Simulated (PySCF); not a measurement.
Running PySCF for MgSb

The script input.py:

```python
from pyscf import gto, scf

mol = gto.M(
    atom='Mg 0 0 0; Sb 0 0 2.448',
    basis='def2-svp',
    ecp={'Sb': 'def2-svp'},
    charge=0,
    spin=3,
    verbose=4,
)
mf = scf.UHF(mol)
mf.kernel()
mf.mulliken_pop()
mf.dip_moment()
print('orbital energies (hartree):', [e[max(0, n-3):n+3].round(4) for e, n in zip(mf.mo_energy, mol.nelec)])
```

```bash
$ python input.py
```

The log (some set-up lines and the per-cycle HOMO/LUMO lines with their warnings removed):

```
PySCF version 2.14.0

[INPUT] Symbol           X                Y                Z      unit          X                Y                Z       unit  Magmom
[INPUT]  1 Mg     0.000000000000   0.000000000000   0.000000000000 AA    0.000000000000   0.000000000000   0.000000000000 Bohr   0.0
[INPUT]  2 Sb     0.000000000000   0.000000000000   2.448000000000 AA    0.000000000000   0.000000000000   4.626049552935 Bohr   0.0

nuclear repulsion = 59.6621365252941
number of shells = 18
number of NR pGTOs = 97
number of NR cGTOs = 44
basis = def2-svp
ecp = {'Sb': 'def2-svp'}

******** <class 'pyscf.scf.uhf.UHF'> ********
method = UHF
initial guess = minao
damping factor = 0
level_shift factor = 0
DIIS = <class 'pyscf.scf.diis.CDIIS'>
SCF conv_tol = 1e-09
SCF max_cycles = 50
number electrons alpha = 19  beta = 16
init E= -413.039196439789

cycle= 1 E= -438.13303365945  delta_E= -25.1  |g|= 1.12  |ddm|= 6.75
cycle= 2 E= -438.677270141926  delta_E= -0.544  |g|= 0.464  |ddm|=  3.4
cycle= 3 E= -438.782604613464  delta_E= -0.105  |g|= 0.0525  |ddm|= 0.75
cycle= 4 E= -438.788927438257  delta_E= -0.00632  |g|= 0.0223  |ddm|= 0.213
cycle= 5 E= -438.791137818886  delta_E= -0.00221  |g|= 0.00839  |ddm|= 0.154
cycle= 6 E= -438.791497909872  delta_E= -0.00036  |g|= 0.0038  |ddm|= 0.0552
cycle= 7 E= -438.791579527303  delta_E= -8.16e-05  |g|= 0.00171  |ddm|= 0.0276
cycle= 8 E= -438.791597674274  delta_E= -1.81e-05  |g|= 0.000477  |ddm|= 0.0173
cycle= 9 E= -438.791598845022  delta_E= -1.17e-06  |g|= 0.000118  |ddm|= 0.00434
cycle= 10 E= -438.791598916104  delta_E= -7.11e-08  |g|= 3.35e-05  |ddm|= 0.00101
cycle= 11 E= -438.791598920238  delta_E= -4.13e-09  |g|= 9.04e-06  |ddm|= 0.000239
cycle= 12 E= -438.791598920589  delta_E= -3.52e-10  |g|= 2.95e-06  |ddm|= 6.53e-05
Extra cycle  E= -438.791598920609  delta_E= -1.98e-11  |g|= 1.55e-06  |ddm|= 1.49e-05
converged SCF energy = -438.791598920609  <S^2> = 3.7639157  2S+1 = 4.0069518
 ** Mulliken pop       alpha | beta **
pop of  0 Mg 1s        0.99985 | 0.99981
pop of  0 Mg 2s        0.99774 | 0.99645
pop of  0 Mg 3s        0.59911 | 0.31832
pop of  0 Mg 4s        0.21946 | 0.01203
pop of  0 Mg 2px       0.99718 | 0.99752
pop of  0 Mg 2py       0.99718 | 0.99752
pop of  0 Mg 2pz       0.99968 | 0.99906
pop of  0 Mg 3px       0.01950 | 0.00225
pop of  0 Mg 3py       0.01950 | 0.00225
pop of  0 Mg 3pz       0.15912 | 0.06813
pop of  0 Mg 4px       0.04227 | 0.00022
pop of  0 Mg 4py       0.04227 | 0.00022
[32 lines left out]
In total            19.00000 | 16.00000
 ** Mulliken atomic charges   ( Nelec_alpha | Nelec_beta ) **
charge of  0Mg =      0.20481  (     6.35879      5.43640 )
charge of  1Sb =     -0.20481  (    12.64121     10.56360 )
Dipole moment(X, Y, Z, Debye):  0.00000, -0.00000, -1.25376
orbital energies (hartree): [array([-0.326 , -0.326 , -0.241 ,  0.0442,  0.0442,  0.0839]), array([-1.5874, -0.5697, -0.2957,  0.0083,  0.0083,  0.0224])]
```

In short: E(SCF) = -438.791599 Eh, 12 cycles, ⟨S²⟩ = 3.764, μz(SCF) = -1.25 D.

Wall time 0.72 s on one thread of a shared host.

The bond length is a typed value, not an optimised one. No search for the lowest solution was made.
